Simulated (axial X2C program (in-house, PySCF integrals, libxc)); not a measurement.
## Low determinants of BaS⁺ at the PBE0 level, with spin–orbit coupling

Calculated with an in-house relativistic program for diatomic molecules. Two-component (2c) means X2C with spin–orbit coupling and atomic mean-field two-electron Coulomb and Gaunt terms. Basis: Ba dyall-cv3z [14s14p9d5f1g], S dyall-av3z [9s8p3d2f] (cores contracted in-house); Gaussian nuclei, density fitting, unrestricted open shells. Masses: Ba 137.905 u, S 31.972 u.

Search at 2.719 Å (vertical energies from the lowest determinant):

| ΔE (eV) | state | electrons beyond evenly filled partner blocks | electrons in ±ω = 1/2, 3/2, 5/2, 7/2 |
| --- | --- | --- | --- |
| 0.00 | Ω = 3/2 | ω = 3/2 | 48 19 4 0 |
| 0.05 | Ω = 1/2 | ω = 1/2 | 47 20 4 0 |
| 3.42 | Ω = 1/2 | 2 × ω = -1/2, ω = 3/2 | 48 19 4 0 |
| 3.67 | Ω = 5/2 | 2 × ω = 1/2, ω = 3/2 | 48 19 4 0 |
| 4.13 | Ω = 5/2 | ω = -1/2, 2 × ω = 3/2 | 47 20 4 0 |
| 4.18 | Ω = 7/2 | ω = -1/2, ω = 3/2, ω = 5/2 | 47 19 5 0 |
| 4.22 | Ω = 3/2 | ω = 1/2, ω = -3/2, ω = 5/2 | 47 19 5 0 |

Lowest determinant, Ω = 3/2 (⟨Sz⟩ = 0.50, ⟨Lz⟩ = 1.00 at PBE0): Re = 2.710 Å, ωe = 309.1 cm⁻¹.

The determinant in row 2 of the search, Ω = 1/2 (⟨Sz⟩ = -0.50, ⟨Lz⟩ = 1.00 at PBE0), was followed along the bond at PBE0; measured from the minimum of the lowest determinant it gives:

Te = 0.050 eV (406 cm⁻¹), Re = 2.712 Å, ωe = 309.0 cm⁻¹.

**Question.** Compare the bond of the determinant in row 2 with that of the lowest one.

**Answer.** At PBE0 its Re is 0.002 Å longer and its force constant, which goes as ωe², is 1.00 times that of the lowest determinant. T0 ≈ Te + Δωe/2 = 406 + (0) = 406 cm⁻¹.

The search compares states at one distance, so a state with another bond length can lie lower; it is not exhaustive and yields mostly the lowest determinant of each block pattern, so other components and higher states of one pattern are missing. These are energies of single determinants, not of spin-adapted states; PBE0 term energies can be off by some tenths of an eV, and the functional has no current term. The lowest determinant need not be the ground state where others lie within half an eV.
